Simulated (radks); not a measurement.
Results of a calculation; reference values are marked as such.
Spherical quantum dot in the effective-mass picture: electrons in a parabolic well V = omega^2 r^2 / 2 with omega = 0.0867, with a point charge +2 (a donor) at the centre, all in effective atomic units (hartree* = m*/eps^2 hartree, bohr* = eps/m* bohr), one dielectric constant everywhere. Level of theory: non-relativistic Kohn-Sham, exchange-only LDA, spin-polarised, spherical densities (a radial shooting solver with Libxc functionals). Levels are named by radial order and angular momentum (1s, 1p, 1d, 2s, ...), and open shells are averaged over m.

N = 17, configuration 1s2 1p6 1d(up 5, down 2) 2s2. This is the lowest configuration that the search found (a dilute case). Occupied levels:

level    occupation  eigenvalue (hartree*)  <r> (bohr*)
1s down           1                 1.2246       0.9779
1s up             1                 1.2258       0.9744
2s up             1                 1.6912        8.748
2s down           1                 1.7018        8.011
1p up             3                 1.7068        9.347
1p down           3                 1.7202        8.806
1d up             5                 1.7329        10.17
1d down           2                 1.7496        9.988

Energy (hartree*): total 12.8247, kinetic 3.4364, external -4.6417, Hartree 16.180, exchange-correlation -2.1500.
